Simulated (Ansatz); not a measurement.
Mulliken charges of `ClB1CC1Cl` from B3LYP/def2-TZVPP in Ansatz (PBE0-D4/def2-TZVP geometry).

| atom | x (Å) | y (Å) | z (Å) | charge (e) |
| --- | --- | --- | --- | --- |
| Cl1 | -2.474 | 0.378 | 0.886 | -0.068 |
| B2 | -0.889 | 0.009 | 0.369 | 0.119 |
| C3 | 0.596 | -0.074 | 0.663 | -0.227 |
| C4 | 0.073 | -0.200 | -0.791 | -0.038 |
| Cl5 | 0.362 | 1.121 | -1.915 | -0.136 |
| H6 | 1.079 | -0.967 | 1.048 | 0.113 |
| H7 | 1.112 | 0.842 | 0.943 | 0.113 |
| H8 | 0.232 | -1.165 | -1.259 | 0.124 |

**Question.** By hand: the dipole of these point charges (1 e Å = 4.8032 D).

**Answer.** Σ q r = (0.151, -0.311, 0.193) e Å, of length 0.396 e Å = 1.90 D.

**Question.** How does the dipole of the full density compare? (Best estimate.)

**Answer.** Computed: (0.078, -0.276, 0.241) e Å, 1.80 D; the point charges give 1.06 times that, at 14° from its direction.

Point charges leave out the atoms' own dipoles, such as those of lone pairs, and Mulliken's split depends on the basis, so the close match here is no proof of good charges.

B3LYP here is the variant with VWN-RPA as its local correlation; programs differ in this.
